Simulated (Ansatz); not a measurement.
Input file for C3H3AlN2 (`[CH3][Al]([C]#N)[C]#N`):

```yaml
crystal:
  periodic: [false, false, false]
  atoms:
    - {symbol: C, position_ang: [-1.005639, -0.788550, 0.841580]}
    - {symbol: Al, position_ang: [0.275468, 0.180727, -0.212288]}
    - {symbol: C, position_ang: [2.003902, -0.514704, -0.701182]}
    - {symbol: N, position_ang: [3.029152, -0.969374, -0.971443]}
    - {symbol: C, position_ang: [-0.067080, 1.954798, -0.880722]}
    - {symbol: N, position_ang: [-0.312642, 3.015809, -1.261298]}
    - {symbol: H, position_ang: [-0.635443, -1.770883, 1.140368]}
    - {symbol: H, position_ang: [-1.936388, -0.926786, 0.282781]}
    - {symbol: H, position_ang: [-1.262929, -0.227335, 1.745102]}
basis:
  gaussian: {orbitals: def2-TZVPP}
correlation: {method: ccsd_t}
output: {orbitals: {seedname: orbitals}}
```

```sh
$ ansatz run in.yaml --threads 4 --pin off --events-out ev --progress --plain --max-ram 10444MiB
```

The program prints (abridged):

```
Functional definition: HF
1457 factors; integrals over basis functions are off by at most 1.0e-3 eV
mean field evaluation 1: about -12682.7857 eV, gradient 4.7e1 eV
mean field evaluation 2: about -12683.1381 eV, gradient 4.7e1 eV
mean field evaluation 4: about -12688.4104 eV, gradient 6.4e0 eV
mean field evaluation 8: about -12688.5502 eV, gradient 4.1e-1 eV
mean field -12688.55106989 eV, -466.2956512095 hartree, gradient 1.9e-6 eV, S^2 0.000000; 0 other end points of the search recorded, 0 dependent functions left out
10 core orbitals not correlated: weight in the atoms' cores, before any rotation towards them, 1.000 or more for the frozen orbitals, at most 0.000 for the correlated occupied ones
reference -12688.55106989 eV, -466.2956512095 hartree; 14, 14 occupied and 215, 215 virtual orbitals, 1457 factors
second order -24.67595218 eV of doubles, -0.00000000 eV of singles
cycle   1  -24.23490553 eV  change    4.4e-1 eV  update   1.3e-1
cycle   2  -25.02645025 eV  change   -7.9e-1 eV  update   4.0e-2
cycle   3  -25.18466289 eV  change   -1.6e-1 eV  update   1.7e-2
cycle   4  -25.18469450 eV  change   -3.2e-5 eV  update   4.6e-3
cycle   5  -25.18946378 eV  change   -4.8e-3 eV  update   2.0e-3
cycle   6  -25.19054365 eV  change   -1.1e-3 eV  update   5.0e-4
cycle   7  -25.19058035 eV  change   -3.7e-5 eV  update   1.7e-4
cycle   8  -25.19067714 eV  change   -9.7e-5 eV  update   6.2e-5
cycle   9  -25.19070427 eV  change   -2.7e-5 eV  update   2.4e-5
perturbative correction -1.28343827 eV, -0.0471654865 hartree
Total energy: -12715.02521243 eV, -467.2685580030 hartree
```

It took 47 s on 4 threads of an Intel Xeon Platinum 8488C on a shared host, with 4.5 GiB of host memory at the peak.

Correlation energy per correlated electron: -0.946 eV. T1 diagnostic: 0.0134.
